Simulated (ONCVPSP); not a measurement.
**Configuration tests for C (ONCV)**

* Element: C
* Generator: ONCVPSP 4.0.1
* Type: optimised norm-conserving Vanderbilt (ONCV)
* Functional: PBEsol
* Relativity: fully relativistic
* Frozen core: [He]
* Valence charge: 4
* Reference configuration: 2s2 2p1 (charge +1)
* Partial waves: 2s: rc 1.15 bohr, ncon 3, nbas 8, qcut 6.7 1/bohr, 3 projectors, debl 0.5 Ha; 2p: rc 1.55 bohr, ncon 3, nbas 7, qcut 10.9 1/bohr, 3 projectors, debl 3.2 Ha
* Local potential: polynomial inside 1.05 bohr (lpopt 1, dvloc0 1 Ha)
* Core correction: Teter function, fcfact 2.75, rcfact 1.55

Open shells are filled in proportion to 2j + 1.

In the s channel the program set the typed energies aside and used -0.942, 0.250, 0.750 Ha.

Energies are relative to the spin-unpolarised reference configuration 2s2 2p1; without spin polarisation the order of configurations can differ from experiment.

Q: Give the all-electron excitation energy and the error of the potential for: 2s2 2p2; 2s2 2p0; 2s1 2p0; 2s1 2p3.

A:

| valence configuration | charge | ΔE all-electron (eV) | error AE − PS (meV) |
| --- | --- | --- | --- |
| 2s2 2p2 | 0 | -10.789 | +4.6 |
| 2s2 2p0 | +2 | 24.019 | +23 |
| 2s1 2p0 | +3 | 71.982 | +83 |
| 2s1 2p3 | 0 | -2.362 | +15 |

Levels in the configuration 2s2 2p2:

```
   level  all-electron (eV)  pseudo (eV)
2s j=1/2            -13.648      -13.645
2p j=3/2             -5.231       -5.235
2p j=1/2             -5.239       -5.244
```
